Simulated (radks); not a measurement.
Species: Au. Configuration: [Xe] 4f14 5d10 6s1.

Calculated with a radial shooting solver on a logarithmic mesh with Libxc functionals: scalar-relativistic Kohn-Sham, LDA (Slater exchange, VWN5 correlation), spin-polarised, spherical densities, point nucleus; open shells are filled with parallel spins first (spin-orbit coupling, left out, can overturn this in heavy ions).

Energy parts (hartree):
part                       energy
total                 -19001.4035
kinetic                21260.4289
electron-nucleus      -47295.4103
Hartree                 7385.4236
exchange-correlation    -351.8456

Orbitals (lengths in bohr, moments of r in powers of bohr; <r^-3> diverges for s and p1/2):
orbital  occ.  eigenvalue (hartree)       <r^4>   <1/r>  <r^-3>
1s up       1             -2966.538   4.251e-07   95.75       -
1s down     1             -2966.538   4.251e-07   95.75       -
2s up       1             -523.4566  0.00006232   22.45       -
2s down     1             -523.4565  0.00006232   22.45       -
2p up       3             -452.6546  0.00005056   19.97   25470
2p down     3             -452.6544  0.00005056   19.97   25470
3s up       1             -123.5359    0.002256   8.318       -
3s down     1             -123.5356    0.002256   8.318       -
3p up       3             -103.0054    0.002479   7.588    5824
3p down     3             -103.0051    0.002479   7.588    5824
3d up       5             -81.05236    0.001904   7.144   723.8
3d down     5             -81.05216    0.001904   7.144   723.8
4s up       1             -26.78845     0.05063   3.568       -
4s down     1             -26.78805     0.05062   3.568       -
4p up       3             -20.05525     0.06777   3.220    1405
4p down     3             -20.05479     0.06777   3.220    1405
4d up       5             -11.97458     0.09383   2.886   152.5
4d down     5             -11.97405     0.09383   2.886   152.5
5s up       1              -3.99688       1.350   1.465       -
5s down     1              -3.99619       1.348   1.465       -
4f up       7              -2.99732      0.1875   2.462   29.40
4f down     7              -2.99675      0.1874   2.462   29.40
5p up       3              -2.20706       2.597   1.240   238.6
5p down     3              -2.20545       2.580   1.241   239.0
5d up       5              -0.26525       22.00  0.8221   12.93
5d down     5              -0.25580       20.95  0.8297   13.19
6s up       1              -0.23312       141.3  0.4486       -
6s down     0              -0.21120       149.2  0.4478       -
6p up       0              -0.03887        1295  0.2776   8.264
6p down     0              -0.02383        2248  0.2568   6.865

The highest occupied level is 6s up at -6.344 eV. Spin moment in Bohr magnetons: 1. Summed over all electrons, <r^2> = 59.82 bohr^2, which gives a Langevin (diamagnetic) susceptibility term of -47.4 x 10^-6 cm^3/mol. The density falls to 0.001 e/bohr^3 at r = 4.27 bohr.
